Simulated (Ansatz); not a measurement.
`O[Si]([S])(Cl)Cl` radical, relaxed with UKS PBE0-D4/def2-TZVP in Ansatz from a PBE-D4/def2-SVP geometry. The force threshold is 0.005 eV/Å; the program also tests the step.

Total charge 0; spin multiplicity 2.

Start:

```xyz
6

O    -0.400    1.291   -0.428
Si    0.073   -0.269   -0.109
S     1.748   -0.463    1.161
Cl   -1.347   -1.313    0.999
Cl    0.254   -1.138   -1.961
H    -0.328    1.892    0.337
```

Task: How much energy does the relaxation release, and in how many steps? (An estimate is asked.)

Result: The calculation gave: 1.36 kcal/mol, in 8 steps, 1 of them rejected.

Task: Which bonds change most? (An estimate is asked.)

Result: Computed: Si2–Cl4 from 2.082 to 2.042 Å; O1–Si2 from 1.661 to 1.622 Å; Si2–Cl5 from 2.055 to 2.025 Å; O1–H6 from 0.975 to 0.960 Å.

Task: Give the relaxed structure. (An estimate is asked.)

Result: Ansatz gave: 
```xyz
6

O    -0.355    1.264   -0.409
Si    0.065   -0.272   -0.102
S     1.768   -0.465    1.117
Cl   -1.358   -1.262    0.978
Cl    0.264   -1.129   -1.925
H    -0.385    1.864    0.341
```
